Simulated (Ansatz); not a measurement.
`F[SiH](Br)N[SiH3]`, relaxed with RKS PBE-D4/def2-SVP in the Gaussian-basis code of Ansatz from a rough embedded geometry. The force threshold is 0.03 eV/Å; the program also tests the step.

Total charge 0; spin multiplicity 1.

Start:

```xyz
10

F    -1.318    1.589   -0.199
Si   -0.574    0.789    0.886
Br    0.112    2.187    2.419
N     0.861    0.090    0.247
Si    0.338   -1.091   -0.918
H    -1.457   -0.220    1.472
H     1.322    0.838   -0.269
H    -0.401   -0.452   -1.984
H     1.563   -1.609   -1.450
H    -0.446   -2.122   -0.204
```

```csv
step,energy (eV),largest force (eV/Å),largest move (Å)
1,-90053.4157,3.949,0.000
2,-90053.9408,2.099,0.195
3,-90054.0884,0.602,0.200
4,-90054.0971,1.277,0.200
5,-90054.1880,0.224,0.183
6,-90054.1920,0.174,0.037
7,-90054.1987,0.092,0.092
8,-90054.2004,0.138,0.127
9,-90054.2028,0.088,0.021
10,-90054.2047,0.022,0.049
11,-90054.2053,0.044,0.070
12,-90054.2056,0.032,0.033
13,-90054.2057,0.029,0.006
```

End:

```xyz
10

F    -1.756    1.937    0.393
Si   -0.644    0.912    1.016
Br    0.467    2.089    2.551
N     0.464    0.343   -0.175
Si    0.425   -1.180   -1.065
H    -1.376   -0.230    1.631
H     1.208    1.004   -0.427
H     0.135   -0.975   -2.528
H     1.744   -1.896   -0.948
H    -0.667   -2.004   -0.448
```

Run time 20 s (4 threads of an Arm Neoverse V1 on a shared host); peak host memory 0.18 GiB.
